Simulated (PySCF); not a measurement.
C3H2F3, SMILES F[C](F)/C=C/F, multiplicity 2. Atoms are numbered in the order given.

```xyz
8

F     -0.1964     2.6393     0.0000
C      0.3387     1.4236     0.0000
C     -0.4931     0.3153     0.0000
C     -0.0590    -0.9819     0.0000
F     -0.8529    -2.0236     0.0000
F      1.2077    -1.3291     0.0000
H      1.4297     1.4071     0.0000
H     -1.5740     0.4714     0.0000
```
Charge 0, spin multiplicity 2.

Geometry optimised at PBE0-D3(BJ)/def2-SVP. The isomer is the one that the SMILES or the coordinates give; other isomers of the formula were not compared. The values are those of a single conformer.

All values below come from B3LYP/def2-TZVP in PySCF.

ESP charges are fitted to the potential on shells at 1.4 to 2.0 van der Waals radii. Atomic charges (e):

```csv
atom,Löwdin,ESP fit,meta-Löwdin,Mulliken spin
F1,0.18,-0.14,-0.25,0.05
C2,-0.27,0.07,0.14,0.64
C3,-0.22,-0.44,-0.22,-0.22
C4,-0.45,0.41,0.52,0.49
F5,0.24,-0.15,-0.23,0.04
F6,0.23,-0.14,-0.24,0.03
H7,0.12,0.14,0.13,-0.03
H8,0.17,0.25,0.15,0.01
```

Computed Mayer and Wiberg (Löwdin basis) orders of the bonds:
| bond | Mayer | Wiberg |
|---|---|---|
| F1–C2 | 1.04 | 1.81 |
| C2–C3 | 1.35 | 1.70 |
| C3–C4 | 1.49 | 1.71 |
| C4–F5 | 1.12 | 1.84 |
| C4–F6 | 1.13 | 1.83 |
| C2–H7 | 0.98 | 0.89 |
| C3–H8 | 0.93 | 0.80 |
